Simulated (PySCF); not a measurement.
## Solvent effects on NMR parameters

Atoms are numbered as in `[CH2:1]=[C:2]([CH3:3])/[CH:4]=[C:5](\[Cl:6])[CH2:7][C:8]#[N:9]`; H(Xn) means a hydrogen on atom n. Ha(C1) is cis to C3; Hb(C1) is trans to C3.

GIAO PBE0/pcSseg-1 in PySCF on one PBE0-D3(BJ)/def2-SVP conformer, non-relativistic, equivalent nuclei averaged. Solvents enter as an IEF-PCM continuum (chloroform with ε = 4.7, dichloromethane with ε = 8.9) around the gas-phase geometry. Shifts are referred to TMS computed in the same medium.

In chloroform, δ in ppm: C2 150.1, C4 141.3, C1 133.8, C5 132.2, C8 125.7, C7 33.2, C3 24.0, H(C4) 6.44, Ha(C1) 5.60, Hb(C1) 5.48, H(C7) 3.32, H(C3) 2.28. Dipole moment 5.42 D.

Problem. How does each δ change in the more polar medium?

Solution. 
```csv
atoms,environment,"Δδ, dichloromethane"
C2,fully substituted alkene carbon,+0.1
C4,alkene CH,+0.4
C1,terminal =CH2 carbon,+0.4
C5,fully substituted alkene carbon,-0.2
C8,nitrile carbon,+1.1
C7,allylic sp3 CH2,+0.1
C3,allylic methyl carbon,+0.1
H(C4),hydrogen on an alkene CH,+0.07
Ha(C1),hydrogen on a terminal =CH2 carbon,+0.03
Hb(C1),hydrogen on a terminal =CH2 carbon,+0.04
H(C7),hydrogen on an allylic sp3 CH2,+0.08
H(C3),hydrogen on an allylic methyl carbon,0.00
```

Changes are relative to chloroform. The dipole moment becomes 5.61 D in dichloromethane.

Problem. Which nuclei move most (in ppm), and what does the model miss?

Solution. C8 (nitrile carbon, +1.1 ppm) in dichloromethane. A continuum only polarises the solute; specific hydrogen bonds, the anisotropy of aromatic solvents and changes of geometry or conformer are outside it.
